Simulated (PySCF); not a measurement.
Dipole moment and polarisability of `C#CC1=C[SiH2]C1`

Species: C5H6Si.
Atom-mapped SMILES: `[CH:1]#[C:2][C:3]1=[CH:4][SiH2:5][CH2:6]1` (hydrogens: H7 on C1; H8 on C4; H9, H10 on Si5; H11, H12 on C6)

Cartesian coordinates in Å at the GFN2-xTB level; atoms count from 1:
```xyz
12
C5H6Si angstrom
C      3.007    0.114    0.276
C      1.806    0.039    0.272
C      0.407   -0.036    0.232
C     -0.472   -0.410    1.183
Si    -1.982   -0.141    0.091
C     -0.439    0.311   -0.974
H      4.054    0.174    0.293
H     -0.237   -0.730    2.186
H     -2.873    0.970    0.421
H     -2.726   -1.324   -0.342
H     -0.220   -0.316   -1.836
H     -0.325    1.349   -1.284
```

Level: B3LYP/def2-SVPD (PySCF), static field, nuclei fixed, core orbitals frozen in the response. The polarisability tensor in these axes (au):

```
x   129.27   5.58  -3.33
y     5.58  60.64  -3.92
z    -3.33  -3.92  70.10
```

Give the principal values, the mean and the anisotropy Δα = √{½[(α1 − α2)² + (α2 − α3)² + (α1 − α3)²]}.

Principal values 58.98, 71.09 and 129.94 au; mean 86.67 au = 12.84 Å³ = 14.29 × 10⁻⁴⁰ C²·m²/J; Δα = 65.75 au (76 % of the mean).

What is the dipole moment?

0.19 D at this geometry.

Estimate the molar refractivity from the static electronic polarisability.

Lorentz–Lorenz: R = (4π/3)N_A α = 2.5225 cm³/(mol·Å³) × 12.84 Å³ = 32.4 cm³/mol, in the limit of long wavelengths.

What depolarisation ratio follows for Rayleigh scattering of linearly polarised light, taking the static tensor?

ρ = 3Δα²/(45ᾱ² + 4Δα²) = 12968.2/(338023 + 17291.0) = 0.0365.

Refractivity n − 1 of an ideal gas of it at 500 K and 1 atm, from the electronic α?

N = p/kT = 1.4678 × 10¹⁹ cm⁻³, so n − 1 = 2π × N × 12.84 × 10⁻²⁴ cm³ = 1184 × 10⁻⁶ at long wavelengths, for an ideal gas.

In TDDFT the mean static polarisability is Σ f/ω² over all singlet excitations (ω in hartree). How much of it do the 8 lowest give? Their energies (eV) and oscillator strengths: 5.00, 0.0000; 5.26, 0.2404; 5.59, 0.0028; 5.85, 0.0000; 6.24, 0.0049; 6.48, 0.0039; 6.72, 0.0002; 6.76, 0.1867.

They add up to 9.69 au, 11.2 % of the 86.67 au; the largest single term is 6.42 au, from the state at 5.26 eV. Terms in order: 0.00, 6.42, 0.07, 0.00, 0.09, 0.07, 0.00, 3.03 au. Higher excitations give the rest. The strengths listed sum to 0.439.

Orientational against electronic polarisability at 350 K (dilute gas, rigid molecules)?

In Gaussian units μ²/3kT = 0.25 Å³ against 12.84 Å³, a ratio of 0.02; the Debye molar polarisation (4π/3)N_A(α + μ²/3kT) is 33.0 cm³/mol, leaving out the vibrational part.

Geometry: GFN2-xTB; no solvent, vibrations or thermal averaging.
